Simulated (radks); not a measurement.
Results of a calculation; reference values are marked as such.
Question: Species: the lanthanum ion La2+. Configuration: [Xe] 6s1 (not the ground configuration). Code: a radial shooting solver on a logarithmic mesh with Libxc functionals. Model: Dirac Kohn-Sham, PBE, spin-unpolarised, spherical densities, point nucleus.

Spin-orbit splittings of the eigenvalues, e(l+1/2) - e(l-1/2), with zeta = 2 splitting/(2l+1) and mean radii in bohr:

| shell | occ. | splitting (eV) | zeta (eV) | <r> j=l-1/2 | <r> j=l+1/2 |
|---|---|---|---|---|---|
| 2p | 6 | 413.1 | 275.4 | 0.08991 | 0.09601 |
| 3p | 6 | ? | ? | 0.2747 | 0.2867 |
| 3d | 10 | 17.23 | 6.890 | 0.2577 | 0.2615 |
| 4p | 6 | 17.13 | 11.42 | 0.6745 | 0.7015 |
| 4d | 10 | 2.975 | 1.190 | 0.7618 | 0.7714 |
| 5p | 6 | 2.602 | 1.735 | 1.722 | 1.794 |

Estimate the 3p splitting.

Answer: 80.52 eV (zeta = 53.68 eV).
